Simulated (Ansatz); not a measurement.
The same path of CH5As (7 atoms, charge 0, multiplicity 1) was run 3 times with different band settings. The coordinate that changes most is the height of As2 over the plane of its neighbours.

Level of theory: RKS B3LYP-D4/def2-SVPD (Ansatz).

Relaxed end points:

```xyz
7
Properties=species:S:1:pos:R:3
C -0.062 -0.758 -0.257
As 0.729 0.819 0.672
H -0.250 -1.544 0.486
H 0.667 -1.138 -0.985
H -0.998 -0.517 -0.775
H -0.579 1.285 1.315
H 0.555 1.786 -0.502
```

```xyz
7
Properties=species:S:1:pos:R:3
C -0.190 -0.726 -0.282
As -0.434 1.103 0.473
H -0.540 -1.455 0.461
H 0.855 -0.942 -0.534
H -0.811 -0.825 -1.183
H 0.670 0.974 1.525
H 0.512 1.802 -0.507
```

Common settings: movable images 5; spring 5.0 eV/Å²; start path through a guess of the saddle point; iteration limit 60; end points relaxed.

| run | climbing image | optimiser | force threshold |
| --- | --- | --- | --- |
| 1 | yes | quadratic models (default) | 0.05 eV/Å |
| 2 | from the first iteration | fire | 0.05 eV/Å |
| 3 | yes | quadratic models (default) | 0.2 eV/Å |

(1) What does each run give, and how far can it be trusted?

## Answers

(1) Run 1: converged after 9 iterations, highest image 1.859 eV above the first end. Neighbouring images differ by up to 1.4 eV, so the band resolves the path poorly. A vibrational analysis at the climbing image gives 2 clearly imaginary modes (1003i, 78i cm⁻¹): a point of higher order, so a lower path passes nearby.
Run 2: converged after 24 iterations, highest image 1.859 eV above the first end. Neighbouring images differ by up to 1.6 eV, so the band resolves the path poorly. Another band between the same ends (5 images) ends at a top of the same energy, where a vibrational analysis finds 2 clearly imaginary modes.
Run 3: converged after 8 iterations, highest image 1.859 eV above the first end. The threshold of 0.2 eV/Å is loose, so the images may lie well off the minimum-energy path. Neighbouring images differ by up to 1.4 eV, so the band resolves the path poorly. Another band between the same ends (5 images) ends at a top of the same energy, where a vibrational analysis finds 2 clearly imaginary modes.
